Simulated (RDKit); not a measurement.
Input for RDKit: MMFF94 on Si2H6 (SMILES [SiH3][SiH3]).

```python
from rdkit import Chem
from rdkit.Chem import AllChem, rdDetermineBonds

blocks = [
'''8

Si    0.00000030   -0.00000000    1.17215758
Si   -0.00000030    0.00000000   -1.17215758
H     1.39114148   -0.00000000    1.68665042
H    -0.69557088    1.20476382    1.68665028
H    -0.69557088   -1.20476382    1.68665028
H     0.69557088    1.20476382   -1.68665028
H    -1.39114148    0.00000000   -1.68665042
H     0.69557088   -1.20476382   -1.68665028
''',
]
mol = None
for b in blocks:
    f = Chem.MolFromXYZBlock(b)
    rdDetermineBonds.DetermineBonds(f, charge=0)
    mol = f if mol is None else Chem.CombineMols(mol, f)
Chem.SanitizeMol(mol)
print(Chem.MolToSmiles(Chem.RemoveHs(mol)))
ff = AllChem.MMFFGetMoleculeForceField(mol, AllChem.MMFFGetMoleculeProperties(mol), nonBondedThresh=100.0, ignoreInterfragInteractions=False)
e = ff.CalcEnergy()
print(f'MMFF94 energy {e:.6f} kcal/mol')
```

Program output:

```
[SiH3][SiH3]
MMFF94 energy 23.292966 kcal/mol
```

The run finished.

Cost: around 0.03 core-seconds (rough).
